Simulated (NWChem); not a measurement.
Molecule: ditellurium (Te2, triplet); SMILES [Te]=[Te]

Computed with NWChem. Spin-unrestricted. No stability test was run on the SCF state. def2 effective core potentials on Te; no spin-orbit coupling. Each level has its own optimisation; frequencies are unscaled.

| level | r Te–Te (Å) | highest harmonic frequency (cm⁻¹) | zero-point energy (kcal/mol) |
|---|---|---|---|
| PBE/def2-SVP (core potentials) | 2.601 | 243 | 0.3 |
| B3LYP/3-21G (all-electron, non-relativistic) | 2.723 | 216 | 0.3 |
| CAM-B3LYP/def2-SVP (core potentials) | 2.557 | 268 | 0.4 |
| PBE0/def2-SVP (core potentials) | 2.564 | 262 | 0.4 |
